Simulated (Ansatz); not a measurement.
Geometry optimisation, RKS r2SCAN/def2-SVP in Ansatz 0.2.0.

Input:

```yaml
crystal:
  periodic: [false, false, false]
  atoms:
    - { symbol: F, position_ang: [-2.2906, 0.8281, -0.5187] }
    - { symbol: Si, position_ang: [-0.7712, 1.4448, -0.7383] }
    - { symbol: B, position_ang: [0.4333, -0.0462, -0.7792] }
    - { symbol: Sn, position_ang: [0.6785, -1.3815, 0.9875] }
    - { symbol: H, position_ang: [-0.6735, 2.1759, -2.025] }
    - { symbol: H, position_ang: [-0.422, 2.3575, 0.3761] }
    - { symbol: H, position_ang: [1.1678, -0.2392, -1.7109] }
    - { symbol: H, position_ang: [-0.52445, -0.69139, -0.96721] }
    - { symbol: H, position_ang: [-0.5097, -0.8266, 2.2635] }
    - { symbol: H, position_ang: [2.239, -1.3572, 1.6461] }
basis:
  gaussian: { orbitals: def2-SVP }
hamiltonian:
  xc: r2scan
relax:
  f_tol: 0.02
  max_steps: 50
```

Launched with:

```bash
$ ansatz run input.yaml --threads 2 --pin off --max-ram 3072MiB --backend cpu --events-out ev --progress --plain --runs-dir out
```

Problem. Where does it end, and by what steps?

Solution. The run converged. After 23 steps the energy has fallen by 2.014 eV; F1 moved furthest, 2.10 Å. Joined: F1–Sn4, Si2–Sn4.

```json
{"step": "0", "energy less start (eV)": "0.0000", "largest force component (eV/Å)": "3.355", "accepted": "yes"}
{"step": "1", "energy less start (eV)": "-0.9879", "largest force component (eV/Å)": "1.611", "accepted": "yes"}
{"step": "2", "energy less start (eV)": "-1.4805", "largest force component (eV/Å)": "0.475", "accepted": "yes"}
{"step": "3", "energy less start (eV)": "-1.5453", "largest force component (eV/Å)": "0.346", "accepted": "yes"}
{"step": "4", "energy less start (eV)": "-1.5834", "largest force component (eV/Å)": "0.230", "accepted": "yes"}
{"step": "5", "energy less start (eV)": "-1.6311", "largest force component (eV/Å)": "0.081", "accepted": "yes"}
{"step": "6", "energy less start (eV)": "-1.6604", "largest force component (eV/Å)": "0.079", "accepted": "yes"}
{"step": "7", "energy less start (eV)": "-1.6810", "largest force component (eV/Å)": "0.240", "accepted": "yes"}
{"step": "8", "energy less start (eV)": "-1.6937", "largest force component (eV/Å)": "0.298", "accepted": "yes"}
{"step": "9", "energy less start (eV)": "-1.6956", "largest force component (eV/Å)": "0.292", "accepted": "yes"}
{"step": "10", "energy less start (eV)": "-1.7148", "largest force component (eV/Å)": "0.174", "accepted": "yes"}
{"step": "11", "energy less start (eV)": "-1.7302", "largest force component (eV/Å)": "0.139", "accepted": "yes"}
{"step": "12", "energy less start (eV)": "-1.7439", "largest force component (eV/Å)": "0.063", "accepted": "yes"}
{"step": "13", "energy less start (eV)": "-1.7641", "largest force component (eV/Å)": "0.196", "accepted": "yes"}
{"step": "14", "energy less start (eV)": "-1.8039", "largest force component (eV/Å)": "0.309", "accepted": "yes"}
{"step": "15", "energy less start (eV)": "-1.8756", "largest force component (eV/Å)": "0.264", "accepted": "yes"}
{"step": "16", "energy less start (eV)": "-1.9494", "largest force component (eV/Å)": "0.276", "accepted": "yes"}
{"step": "17", "energy less start (eV)": "-1.9532", "largest force component (eV/Å)": "0.659", "accepted": "yes"}
{"step": "18", "energy less start (eV)": "-2.0019", "largest force component (eV/Å)": "0.175", "accepted": "yes"}
{"step": "19", "energy less start (eV)": "-2.0067", "largest force component (eV/Å)": "0.052", "accepted": "yes"}
{"step": "20", "energy less start (eV)": "-2.0112", "largest force component (eV/Å)": "0.068", "accepted": "yes"}
{"step": "21", "energy less start (eV)": "-2.0113", "largest force component (eV/Å)": "0.186", "accepted": "yes"}
{"step": "22", "energy less start (eV)": "-2.0133", "largest force component (eV/Å)": "0.047", "accepted": "yes"}
{"step": "23", "energy less start (eV)": "-2.0136", "largest force component (eV/Å)": "0.008", "accepted": "yes"}
```

```xyz
10
Properties=species:S:1:pos:R:3
F -0.829 1.169 0.945
Si -0.525 1.405 -0.769
B 0.452 -0.292 -1.190
Sn 0.240 -0.884 0.966
H -1.900 1.637 -1.304
H 0.196 2.714 -0.783
H 1.630 -0.146 -1.453
H -0.172 -1.074 -1.880
H -1.059 -1.748 1.715
H 1.294 -0.517 2.288
```

The run took 55 s on 2 threads of AMD EPYC 9R14 (Zen 4), with other jobs on the host, peak memory 0.21 GiB.
